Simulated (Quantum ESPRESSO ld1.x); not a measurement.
Species: Ce XVI. Configuration: [Kr] 4d7 (the NIST ground configuration).

Calculated with ld1.x of Quantum ESPRESSO 7.5: Dirac Kohn-Sham, relativistic LDA (MacDonald-Vosko exchange, VWN5 correlation), spin-unpolarised, spherical densities, point nucleus; open shells are shared between the two j in proportion to 2j + 1.

Energy parts (Ry):
part                     energy
total                 -17536.04
kinetic                18766.81
electron-nucleus      -41718.63
Hartree                 5772.42
exchange-correlation    -356.64

Orbitals (lengths in bohr, moments of r in powers of bohr; r(max) is where P^2 peaks; r(90%) holds 90 % of the orbital's charge):
1s1/2: occ. 2; eigenvalue (Ry) -2962.47; <r> 0.02467; <r^4> 1.801e-06; r(90%) 0.0445; r(max) 0.016; small-component weight 4.58e-02
2s1/2: occ. 2; eigenvalue (Ry) -494.289; <r> 0.1051; <r^4> 0.0002954; r(90%) 0.163; r(max) 0.090; small-component weight 9.96e-03
2p1/2: occ. 2; eigenvalue (Ry) -468.565; <r> 0.08815; <r^4> 0.0001853; r(90%) 0.145; r(max) 0.068; small-component weight 1.00e-02
2p3/2: occ. 4; eigenvalue (Ry) -436.066; <r> 0.09432; <r^4> 0.0002307; r(90%) 0.153; r(max) 0.073; small-component weight 9.41e-03
3s1/2: occ. 2; eigenvalue (Ry) -124.127; <r> 0.2786; <r^4> 0.01193; r(90%) 0.409; r(max) 0.256; small-component weight 3.06e-03
3p1/2: occ. 2; eigenvalue (Ry) -113.151; <r> 0.2680; <r^4> 0.01104; r(90%) 0.403; r(max) 0.242; small-component weight 3.01e-03
3p3/2: occ. 4; eigenvalue (Ry) -106.724; <r> 0.2800; <r^4> 0.01302; r(90%) 0.419; r(max) 0.254; small-component weight 2.85e-03
3d3/2: occ. 4; eigenvalue (Ry) -87.4195; <r> 0.2506; <r^4> 0.009851; r(90%) 0.392; r(max) 0.203; small-component weight 2.73e-03
3d5/2: occ. 6; eigenvalue (Ry) -86.0281; <r> 0.2544; <r^4> 0.01037; r(90%) 0.397; r(max) 0.206; small-component weight 2.68e-03
4s1/2: occ. 2; eigenvalue (Ry) -41.6607; <r> 0.6193; <r^4> 0.2655; r(90%) 0.885; r(max) 0.587; small-component weight 1.02e-03
4p1/2: occ. 2; eigenvalue (Ry) -37.4678; <r> 0.6312; <r^4> 0.2961; r(90%) 0.911; r(max) 0.592; small-component weight 9.63e-04
4p3/2: occ. 4; eigenvalue (Ry) -35.9424; <r> 0.6542; <r^4> 0.3398; r(90%) 0.943; r(max) 0.616; small-component weight 9.14e-04
4d3/2: occ. 2.8; eigenvalue (Ry) -28.9321; <r> 0.6802; <r^4> 0.4278; r(90%) 1.00; r(max) 0.621; small-component weight 7.98e-04
4d5/2: occ. 4.2; eigenvalue (Ry) -28.6404; <r> 0.6873; <r^4> 0.4446; r(90%) 1.01; r(max) 0.631; small-component weight 7.85e-04
5s1/2: occ. 0; eigenvalue (Ry) -19.6474; <r> 1.196; <r^4> 3.436; r(90%) 1.67; r(max) 1.18; small-component weight 4.04e-04
5p1/2: occ. 0; eigenvalue (Ry) -17.9978; <r> 1.244; <r^4> 4.075; r(90%) 1.74; r(max) 1.23; small-component weight 3.80e-04
5p3/2: occ. 0; eigenvalue (Ry) -17.5127; <r> 1.277; <r^4> 4.517; r(90%) 1.79; r(max) 1.27; small-component weight 3.67e-04

The highest occupied level is 4d5/2 at -389.67 eV. Summed over all electrons, <r^2> = 9.013 bohr^2, which gives a Langevin (diamagnetic) susceptibility term of -7.14 x 10^-6 cm^3/mol. For comparison, the ionisation energy in NIST's Atomic Spectra Database is 403 eV (theoretical). In exact Kohn-Sham theory the highest level is minus the ionisation energy, but local and semilocal functionals leave it too shallow, through self-interaction and a potential that decays too fast; potentials with the right tail come closer.

Beside tabulated values, note that spin-unpolarised runs miss the spin-polarisation part of the exchange energy of open shells.
